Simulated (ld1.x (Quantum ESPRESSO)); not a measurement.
u(r) = r·R(r): atom against pseudo-atom (Co (Z = 27))

Columns: radius, all-electron u(r) and pseudo u(r) of the 3d shell (level -27.06 eV) of cobalt in the configuration [Ar] 3d7 4s0 4p0; PBE, scalar-relativistic, PAW scheme, ld1.x (Quantum ESPRESSO) 7.5.

```csv
r (bohr),all-electron,pseudo
0.138,0.1638,0.0082
0.275,0.5231,0.0602
0.413,0.8005,0.1782
0.550,0.9376,0.3482
0.688,0.9673,0.5326
0.825,0.9332,0.6801
0.963,0.8676,0.7581
1.100,0.7904,0.7599
1.238,0.7104,0.7073
1.375,0.6338,0.6339
1.513,0.5618,0.5618
1.650,0.4963,0.4963
1.788,0.4367,0.4367
1.925,0.3835,0.3835
2.062,0.3360,0.3360
2.200,0.2935,0.2935
2.338,0.2559,0.2559
2.475,0.2229,0.2229
2.613,0.1937,0.1937
2.750,0.1682,0.1682
2.888,0.1456,0.1456
3.025,0.1260,0.1260
3.162,0.1089,0.1089
3.300,0.0938,0.0938
3.438,0.0807,0.0807
3.575,0.0694,0.0694
```

Task: How many radial nodes do the two functions have?

Result: The all-electron 3d function has n − l − 1 = 0; the pseudo-wave has 0.

Task: At about which radius was the pseudo-wave matched?

Result: 1.45 bohr, where the columns begin to agree (steps of 0.14 bohr).

Task: Where does each function peak?

Result: Outermost all-electron maximum near 0.69 bohr, pseudo maximum near 1.10 bohr (to the table’s step).

Task: Is the pseudo-wave norm-conserving?

Result: No, it belongs to a PAW set: the norm inside the radius is not constrained, and the difference is carried by the augmentation charge.
